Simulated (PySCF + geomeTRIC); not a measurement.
A geometry relaxed with PySCF + geomeTRIC with PBE0-D4/def2-TZVP, charge 0, multiplicity 2:

```xyz
9

H     -2.0300    -0.7428    -0.4687
N      0.0321    -0.5447    -0.6689
H      1.0168     1.2269    -0.1414
H      2.0713    -0.1348    -0.5954
H     -1.1524    -0.4724     1.0579
H      1.2455    -0.1084     0.9832
C      1.1446     0.1341    -0.0866
C     -1.1916    -0.2147    -0.0124
H     -1.3894     0.8680    -0.0588
```

Write the SMILES of this molecule.

`C[N]C`
